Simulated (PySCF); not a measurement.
# Dipole moment and polarisability of `ClC[C@@H]1CCOCO1`

C₅H₉ClO₂.
Cartesian coordinates in Å at the PBE0-D3(BJ)/def2-SVP level; atoms count from 1:
```
atom  x, y, z in Å
Cl1    1.2920   -3.1177    0.0140
C2     1.5313   -1.4685   -0.6170
C3     0.6148   -0.4809    0.0750
C4    -0.8697   -0.7102   -0.1777
C5    -1.6473    0.4731    0.3745
O6    -1.1323    1.6795   -0.1388
C7     0.2175    1.8118    0.1451
O8     0.9923    0.7913   -0.4064
H9     1.3374   -1.4839   -1.6984
H10    2.5781   -1.1847   -0.4467
H11    0.8061   -0.5333    1.1689
H12   -1.0357   -0.7789   -1.2655
H13   -1.1963   -1.6550    0.2813
H14   -1.5891    0.4803    1.4836
H15   -2.7094    0.4291    0.0958
H16    0.5612    2.7555   -0.2988
H17    0.3725    1.8339    1.2495
```

Level: CAM-B3LYP/def2-SVPD (PySCF), static field, nuclei fixed, core orbitals frozen in the response. The polarisability tensor in these axes (au):

```
x   77.86 -4.18 -1.95
y   -4.18 91.97 -0.55
z   -1.95 -0.55 69.55
```

What are the eigenvalues, a third of the trace, and Δα (Δα² = ½Σ(αi − αj)² over the three pairs)?

Principal values 69.02, 77.25 and 93.11 au; mean 79.79 au = 11.82 Å³ = 13.16 × 10⁻⁴⁰ C²·m²/J; Δα = 21.21 au (27 % of the mean).

What is the dipole moment, and where does it point?

(-0.37, 0.39, 0.82) D, 0.98 D in size, pointing from the negative to the positive side. Measured along this direction, the outermost atoms are H9 at the negative end and H14 at the positive end.

Molar refractivity from α?

Lorentz–Lorenz: R = (4π/3)N_A α = 2.5225 cm³/(mol·Å³) × 11.82 Å³ = 29.8 cm³/mol, in the limit of long wavelengths.

Sum over states: ᾱ = Σ f/ω², ω in Eh. What share falls to these 6 lowest TDDFT singlets (eV, f)? 7.49, 0.0038; 7.57, 0.0058; 7.86, 0.0009; 7.94, 0.0213; 8.28, 0.0059; 8.37, 0.0345.

They add up to 0.82 au, 1.0 % of the 79.79 au; the largest single term is 0.37 au, from the state at 8.37 eV. Terms in order: 0.05, 0.07, 0.01, 0.25, 0.06, 0.37 au. Higher excitations give the rest. The strengths listed sum to 0.072.

In a dilute gas of rigid molecules at 298 K, how does the orientational term μ²/3kT compare with the electronic polarisability?

In Gaussian units μ²/3kT = 7.80 Å³ against 11.82 Å³, a ratio of 0.66; the Debye molar polarisation (4π/3)N_A(α + μ²/3kT) is 49.5 cm³/mol, leaving out the vibrational part.

Rayleigh depolarisation ratio (linearly polarised light, static tensor)?

ρ = 3Δα²/(45ᾱ² + 4Δα²) = 1350.0/(286525 + 1799.9) = 0.00468.

One conformer (not necessarily the lowest) at the PBE0-D3(BJ)/def2-SVP geometry, without solvent, vibrations or thermal averaging.

The run behind these numbers computed excited states as well. On an Arm Neoverse N1 with one thread, shared host, this took 1.8 min.
